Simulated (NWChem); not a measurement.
System: C₂H₄FNOSi; SMILES F[Si@@H]1COC=N1

NWChem input:

```
start job
memory heap 200 mb stack 900 mb global 1100 mb
geometry units angstroms noautoz
  F      0.038781     2.001904    -0.642036
  Si    -0.030026     0.792924     0.437945
  C      1.289838    -0.534914     0.098744
  O      0.497793    -1.667455    -0.300491
  C     -0.821734    -1.415605    -0.232246
  N     -1.338993    -0.309538     0.121641
  H     -0.037214     1.434709     1.772541
  H      1.883542    -0.827394     0.979149
  H      1.987211    -0.295680    -0.718753
  H     -1.397074    -2.306275    -0.526758
end
basis spherical
  * library def2-svp
end
dft
  xc n12
  iterations 150
  mulliken
end
task dft energy
```

NWChem printed, in part:

```
             Northwest Computational Chemistry Package (NWChem) 7.3.0
             --------------------------------------------------------

 C1  symmetry detected

                             Geometry "geometry" -> ""
                             -------------------------

 Output coordinates in angstroms (scale by  1.889725989 to convert to a.u.)

  No.       Tag          Charge          X              Y              Z
 ---- ---------------- ---------- -------------- -------------- --------------
    1 F                    9.0000     0.04926456     2.00602686    -0.62434314
    2 Si                  14.0000    -0.03378357     0.79271855     0.44976671
    3 C                    6.0000     1.29288490    -0.53193846     0.12497967
    4 O                    8.0000     0.50848478    -1.66400336    -0.29037381
    5 C                    6.0000    -0.81227225    -1.41425999    -0.24071066
    6 N                    7.0000    -1.33632075    -0.31031280     0.10979022
    7 H                    1.0000    -0.06167511     1.42924458     1.78660731
    8 H                    1.0000     1.87390268    -0.82704865     1.01293815
    9 H                    1.0000     2.00194617    -0.28852424    -0.68114997
   10 H                    1.0000    -1.38189366    -2.30456584    -0.54719626

 Effective nuclear repulsion energy (a.u.)     304.5308154252

                                 NWChem DFT Module
                                 -----------------

 Summary of "ao basis" -> "ao basis" (spherical)
 ------------------------------------------------------------------------------
       Tag                 Description            Shells   Functions and Types
 ---------------- ------------------------------  ------  ---------------------
 F                          def2-svp                 6       14   3s2p1d
 Si                         def2-svp                 8       18   4s3p1d
 C                          def2-svp                 6       14   3s2p1d
 O                          def2-svp                 6       14   3s2p1d
 N                          def2-svp                 6       14   3s2p1d
 H                          def2-svp                 3        5   2s1p

            General Information
            -------------------
          SCF calculation type: DFT
          Wavefunction type:  closed shell.
          No. of atoms     :    10
          No. of electrons :    54
           Alpha electrons :    27
            Beta electrons :    27
          Charge           :     0
          Spin multiplicity:     1
          Use of symmetry is: off; symmetry adaption is: off
          Maximum number of iterations: 150
          AO basis - number of functions:   108
                     number of shells:    50
          Convergence on energy requested:  1.00D-06
          Convergence on density requested:  1.00D-05
          Convergence on gradient requested:  5.00D-04

              XC Information
              --------------
                          N12 Method XC Functional
                           N12 Exchange Functional  1.000
                         N12 Correlation Potential  1.000

             Grid Information
             ----------------
          Grid used for XC integration:  medium
          Radial quadrature: Mura-Knowles
          Angular quadrature: Lebedev.
          Tag              B.-S. Rad. Rad. Pts. Rad. Cut. Ang. Pts.
          ---              ---------- --------- --------- ---------
          F                   0.50       49          11.0       434
          Si                  1.10       88          10.0       590
          C                   0.70       49          10.0       434
          O                   0.60       49          10.0       434
          N                   0.65       49          10.0       434
          H                   0.35       45          12.0       434
          Grid pruning is: on
          Number of quadrature shells:   513
          Spatial weights used:  Erf1

      Superposition of Atomic Density Guess
      -------------------------------------

 Sum of atomic energies:        -594.21312826

      Non-variational initial energy
      ------------------------------

 Total energy =    -596.996742
 1-e energy   =   -1425.125975
 2-e energy   =     523.598417
 HOMO         =      -0.335181
 LUMO         =       0.022350

     ---------------------------------------------
      Total Density - Mulliken Population Analysis
     ---------------------------------------------

    Atom       Charge   Shell Charges
 -----------   ------   -------------------------------------------------------
    1 F    9     9.58   1.99  1.15  0.78  3.52  2.13  0.00
    2 Si  14    12.82   2.00  1.99  0.91  0.19  5.93  0.94  0.57  0.28
    3 C    6     6.10   1.99  0.95  0.28  1.87  0.98  0.04
    4 O    8     8.50   1.99  1.10  0.67  2.90  1.83  0.01
    5 C    6     5.33   1.99  0.92  0.21  1.56  0.56  0.09
    6 N    7     7.86   1.99  1.10  0.56  2.55  1.64  0.02
    7 H    1     1.09   0.70  0.39  0.01
    8 H    1     0.89   0.67  0.20  0.02
    9 H    1     0.90   0.68  0.20  0.02
   10 H    1     0.93   0.68  0.23  0.02

   convergence    iter        energy       DeltaE   RMS-Dens  Diis-err
 ---------------- ----- ----------------- --------- --------- ---------
 d= 0,ls=0.0,diis     1   -597.4219059561 -9.02D+02  1.88D-02  1.22D+00
 d= 0,ls=0.0,diis     2   -597.1607820371  2.61D-01  1.36D-02  3.46D+00
 d= 0,ls=0.0,diis     3   -597.5092846419 -3.49D-01  5.56D-03  4.22D-01
 d= 0,ls=0.0,diis     4   -597.5398759165 -3.06D-02  2.28D-03  1.88D-01
 d= 0,ls=0.0,diis     5   -597.5584737698 -1.86D-02  5.85D-04  5.00D-03
  Resetting Diis
 d= 0,ls=0.0,diis     6   -597.5589069111 -4.33D-04  1.64D-04  3.76D-04
 d= 0,ls=0.0,diis     7   -597.5589408060 -3.39D-05  1.40D-04  7.43D-05
 d= 0,ls=0.0,diis     8   -597.5589188934  2.19D-05  9.43D-05  3.00D-04
 d= 0,ls=0.0,diis     9   -597.5589477961 -2.89D-05  1.27D-05  3.58D-06
 d= 0,ls=0.0,diis    10   -597.5589481512 -3.55D-07  4.68D-06  3.93D-07

         Total DFT energy =     -597.558948151160
      One electron energy =    -1429.910238257044
           Coulomb energy =      587.158041241825
    Exchange-Corr. energy =      -59.337566561126
 Nuclear repulsion energy =      304.530815425183

 Numeric. integr. density =       54.000007283708

                       DFT Final Molecular Orbital Analysis
                       ------------------------------------

 Vector   25  Occ=2.000000D+00  E=-2.793472D-01
              MO Center=  5.2D-01, -2.6D-01,  1.6D-01, r^2= 3.2D+00
   Bfn.  Coefficient  Atom+Function         Bfn.  Coefficient  Atom+Function
  ----- ------------  ---------------      ----- ------------  ---------------
    51      0.340075   4 O  py               37     -0.278606   3 C  py
    54      0.232574   4 O  py               35     -0.200877   3 C  s
    36      0.195709   3 C  px               89      0.186739   7 H  s
    23      0.158475   2 Si py                5      0.155974   1 F  py
    22     -0.153023   2 Si px                4     -0.148739   1 F  px

 Vector   26  Occ=2.000000D+00  E=-2.503268D-01
              MO Center= -2.6D-01, -8.0D-01, -1.4D-02, r^2= 2.6D+00
   Bfn.  Coefficient  Atom+Function         Bfn.  Coefficient  Atom+Function
  ----- ------------  ---------------      ----- ------------  ---------------
    52      0.436356   4 O  pz               80      0.379109   6 N  pz
    55      0.312018   4 O  pz               83     -0.263523   6 N  pz
    66     -0.130204   5 C  pz               51     -0.125728   4 O  py
    99      0.120953   9 H  s                94     -0.115034   8 H  s
    79     -0.110596   6 N  py               38     -0.106732   3 C  pz

 Vector   27  Occ=2.000000D+00  E=-2.330300D-01
              MO Center= -1.1D+00, -4.4D-01,  6.2D-02, r^2= 2.0D+00
   Bfn.  Coefficient  Atom+Function         Bfn.  Coefficient  Atom+Function
  ----- ------------  ---------------      ----- ------------  ---------------
    78      0.512627   6 N  px               81     -0.334281   6 N  px
    76      0.197794   6 N  s                77      0.186638   6 N  s
    49      0.161891   4 O  s                50     -0.150573   4 O  px
    17     -0.149457   2 Si s                22      0.138259   2 Si px
    37      0.138784   3 C  py              104     -0.136644  10 H  s

 Vector   28  Occ=0.000000D+00  E=-4.410214D-02
              MO Center= -5.8D-01, -8.3D-01, -3.5D-02, r^2= 2.8D+00
   Bfn.  Coefficient  Atom+Function         Bfn.  Coefficient  Atom+Function
  ----- ------------  ---------------      ----- ------------  ---------------
    66      0.507657   5 C  pz               69      0.496172   5 C  pz
    27     -0.299005   2 Si pz               83     -0.291135   6 N  pz
    80      0.273708   6 N  pz               26      0.238232   2 Si py
    95      0.231741   8 H  s                52     -0.229555   4 O  pz
   100     -0.209052   9 H  s                55     -0.207611   4 O  pz

 Vector   29  Occ=0.000000D+00  E= 1.858728D-02
              MO Center=  5.3D-01,  4.8D-01,  4.5D-01, r^2= 3.6D+00
   Bfn.  Coefficient  Atom+Function         Bfn.  Coefficient  Atom+Function
  ----- ------------  ---------------      ----- ------------  ---------------
    25      0.707413   2 Si px               26      0.530909   2 Si py
    35     -0.457345   3 C  s                90     -0.446310   7 H  s
    49      0.420299   4 O  s                39      0.393345   3 C  px
    18      0.336941   2 Si s                77      0.313841   6 N  s
   105      0.247911  10 H  s                 3     -0.230263   1 F  s

[...]
```

Level: N12/def2-SVP. The geometry was optimised at PBE0/def2-SVP.
